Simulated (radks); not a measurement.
Coulomb parameter of the 4d shell of neutral ruthenium in the model configuration [Kr] 4d7 5s1, as a second difference U = [E(n + 0.5) + E(n - 0.5) - 2 E(n)] / (0.5)^2 with all orbitals relaxed. "Bare": the charge of the atom changes with n. "Screened": the 5s shell takes up the change at fixed total charge, which measures U(4d,4d) + U(5s,5s) - 2 U(4d,5s). Calculated with a radial shooting solver on a logarithmic mesh with Libxc functionals: scalar-relativistic Kohn-Sham, BLYP, spin-unpolarised, spherical densities, point nucleus.

case	configuration	E - E(n) (eV)
start	[Kr] 4d7 5s1	0.000
bare +0.5	[Kr] 4d7.5 5s1	-1.491
bare -0.5	[Kr] 4d6.5 5s1	3.719
screened +0.5	[Kr] 4d7.5 5s0.5	-0.260
screened -0.5	[Kr] 4d6.5 5s1.5	0.603

U(bare) = 8.914 eV, U(screened by 5s) = 1.373 eV, against the Slater integral F0(4d,4d) = 14.677 eV with frozen orbitals. The step up makes a negative ion, whose loosely bound charge lowers the bare value.
